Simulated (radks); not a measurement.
The numbers below are computed, except where a source is named.
Dynamic dipole polarisability and lines of the aluminium ion Al10+, [He] 2s1. Code: a radial shooting solver on a logarithmic mesh with Libxc functionals. Model: scalar-relativistic Kohn-Sham, PBE, spin-polarised, spherical densities, finite nucleus; open shells are filled with parallel spins first; Fermi nuclear charge, rms radius of each element as measured or else 0.836 A^(1/3) + 0.57 fm. Time-dependent linear response with the Hartree and adiabatic LDA kernel, continuum included through the Sternheimer equations, no spin-orbit coupling, so fine structure and intercombination lines are absent. Lines are the poles of the dipole polarisability below minus the highest occupied eigenvalue, found on a grid refined at the orbital gaps; the lowest seven at most are given, and weak or close lines can be missed. The first line takes the name of the lowest orbital gap if no other gap lies below it; otherwise a line is named after a gap within 0.6 % of it, if that gap stands alone.

| photon energy (eV) | alpha (bohr^3) |
|---|---|
| 0 | 0.1490 |
| 6.973 | 0.1616 |
| 48.808 | -0.04272 |
| 90.643 | -0.005008 |
| 132.48 | 0.002219 |
| 174.31 | 0.006557 |
| 216.15 | 0.01448 |
| 257.98 | -0.1117 |
| 299.82 | -0.005227 |
| 341.66 | -0.01150 |
| 383.49 | 0.007025 |

Lines (eV, oscillator strength): 24.562 (50.48 nm, 2s-2p), f = 0.117; 253.82 (4.885 nm, unassigned), f = 0.327; 332.86 (3.725 nm, 2s-4p), f = 0.0798; 367.00 (3.378 nm, 2s-5p), f = 0.0332; 385.08 (3.220 nm, 2s-6p), f = 0.0173; 395.81 (3.132 nm, unassigned), f = 0.0103; 402.70 (3.079 nm, unassigned), f = 0.00660. Higher lines, where found, are left out when the end of the mesh affects them. Those listed give 99 % of the static polarisability (sum of f/w^2). Orbital energy gaps for comparison: 2s-2p 22.900 eV; 2s-3p 255.48 eV; 2s-4p 333.34 eV; 2s-5p 367.22 eV; 2s-6p 385.19 eV. At laser wavelengths: 1550 nm 0.1492, 1064 nm 0.1493, 780 nm 0.1496, 532 nm 0.1503, 355 nm 0.1520, 266 nm 0.1544, 193 nm 0.1595 bohr^3.
